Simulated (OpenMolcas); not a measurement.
Nb²⁺: effect of the active space

```json
{"Program": "OpenMolcas 26.06", "Method": "CASSCF or its RAS form", "Basis": "ANO-RCC-VDZP", "Scalar Hamiltonian": "DKH2, point nucleus", "Spin-orbit coupling": "RASSI with atomic mean-field integrals over the reference wave functions, term energies averaged over their components"}
```

A. 3 electrons in 5 orbitals (4d); 2S+1 = 4 even, 10 roots; 2S+1 = 2 even, 40 roots; cost of the order of 10 core-seconds
B. 3 electrons in 6 orbitals (4d 5s); 2S+1 = 4 even, 20 roots; 2S+1 = 2 even, 70 roots; cost of the order of 40 core-seconds
C. 3 electrons in 9 orbitals (RAS2 4d 5s; RAS3 5p, at most 2 electrons); 2S+1 = 4 even, 20 roots; 2S+1 = 2 even, 70 roots kept (CI in the orbitals of an earlier block); 2S+1 = 4 odd, 42 roots; 2S+1 = 2 odd, 80 roots kept (CI in the orbitals of an earlier block); cost roughly 100 core-seconds

Energies in cm⁻¹ above 4d³ ⁴F_3/2, the measured ground level; measured values from the list in Shadmi, J. Res. Natl. Bur. Stand. 70A, 435 (1966).

```tsv
Level	A	B	C	Measured
4d³ ⁴F_3/2	0.0	0.0	0.0	0.0
4d³ ⁴F_5/2	529	550	552	516
4d³ ⁴F_7/2	1221	1265	1268	1177
4d³ ⁴F_9/2	2037	2104	2108	1939
4d³ ⁴P_1/2	11194	11305	11195	8664
4d³ ⁴P_3/2	11292	11272	11187	8608
4d³ ²G_7/2	11953	11581	11869	9236
4d³ ⁴P_5/2	12035	12276	12135	9594
4d³ ²G_9/2	12513	12183	12488	9804
4d³ ²P_3/2 [55 %]	15435	14030	14178	
4d³ ²P_1/2	15584	13730	13946	
4d³ ²H_9/2	15782	15794	16233	12916
4d³ ²H_11/2	16123	16172	16624	13264
4d³ ²D_5/2(1)	17575	16722	16866	13094
4d³ ²D_3/2(1) [60 %]	17659	16490	16659	
4d³ ²F_7/2	26118	24866	25212	19861
4d³ ²F_5/2	26378	24947	25262	19975
4d³ ²D_5/2(2)	40580	40271	40898	
4d³ ²D_3/2(2)	40884	40466	41053
```

Deviations, from unrounded energies. A percentage is the sum of absolute deviations over the sum of measured energies, with the sign that they share, or ± where signs differ.

| Against measurement | Levels | A | B | C |
| --- | --- | --- | --- | --- |
| mean absolute deviation (cm-1) | 13 | 2800 | 2500 | 2600 |
| fine structure of the ground term (%) | 3 | +4.3 | +7.9 | +8.2 |
| other terms of the ground configuration (%) | 10 | +28.8 | +25.7 | +27.2 |

B lies closest to measurement on these levels and A furthest from it. The largest miss of B in the table is 4d³ ²F_7/2, by +5000 cm-1. The ranking rests on the paired levels alone, and a cruder setting can come out closer through cancelling errors.

Among A to C the level of the table that moves most is 4d³ ²P_1/2, by 1900 cm-1 (lowest in B, highest in A).

Without dynamic correlation excited terms often stand tens of per cent too high (terms of higher spin than the ground term too low), and those without a measured partner can miss by more than the paired ones. Levels of configurations with an s electron are missing; early in the row they begin among the upper levels of the d shell and mix with terms of their name (holds for A). Configurations are named by rounded mean occupations; where the s occupation lies near a half they are strongly mixed, a name can repeat and a true partner stay unpaired (holds for B). Terms from blocks run as CI alone lack orbitals of their own (holds for C). Measured partners are found by configuration, term and J. A level has none where our copy of the source lacks it or the pairing is in doubt (some pairs that miss far off the trend of their configuration count as doubtful), and it then counts in no deviation. Levels of configurations outside the active space are missing. The table leaves out levels that lie high or whose names do not pair safely across all columns.

A share in square brackets marks a mixed level and gives the weight of the term that names it, the lowest over the columns. A number in round brackets counts repeated terms of one configuration in the order of the reference energies.
